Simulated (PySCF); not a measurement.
# Two-component Hartree-Fock for In³⁹⁺ (indium, charge +39)

Start: [Ne]. Calculated with PySCF 2.14 in an even-tempered Gaussian basis (17 s from 18 bohr⁻², ratio 2.4; 12 p from 24 bohr⁻², ratio 2.4; 5 d from 91 bohr⁻², ratio 2.6; 4 f from 140 bohr⁻², ratio 2.6): generalised Hartree-Fock with the X2C-1e Hamiltonian and a Gaussian nucleus; one run each with spin-orbit coupling (SO) switched off, then screened by Boettger's factors.

```json
{"spinor shell": "1s1/2", "electrons": "2", "ε, spin-free (eV)": "-30570.8", "ε, screened SO (eV)": "-30569.2", "weight of nominal j (screened SO)": "1.000", "rms radius, screened SO (bohr)": "0.0340"}
{"spinor shell": "2s1/2", "electrons": "2", "ε, spin-free (eV)": "-6615.4", "ε, screened SO (eV)": "-6615.0", "weight of nominal j (screened SO)": "1.000", "rms radius, screened SO (bohr)": "0.136"}
{"spinor shell": "2p1/2", "electrons": "2", "ε, spin-free (eV)": "-6195.3", "ε, screened SO (eV)": "-6347.6", "weight of nominal j (screened SO)": "1.000", "rms radius, screened SO (bohr)": "0.117"}
{"spinor shell": "2p3/2", "electrons": "4", "ε, spin-free (eV)": "-6195.3", "ε, screened SO (eV)": "-6125.9", "weight of nominal j (screened SO)": "1.000", "rms radius, screened SO (bohr)": "0.122"}
```

| quantity | spin-free | screened SO |
| --- | --- | --- |
| E (hartree) | -4512.82478 | -4513.90472 |
| M_J | 0 | 0 |
| ⟨J²⟩ | 0.000 | 0.000 |
| ⟨L²⟩ | 0.000 | 0.006 |
| ⟨S²⟩ | 0.000 | 0.006 |

Breit and QED terms are absent; they matter most for the inner s and p1/2 levels.

Densities and radii are taken from the X2C orbitals without a picture-change correction, which distorts them close to the nucleus.

Without spin-orbit coupling the j labels of p, d and f shells carry no meaning; the spin-free column gives the mean over the occupied spinors of each nl shell.
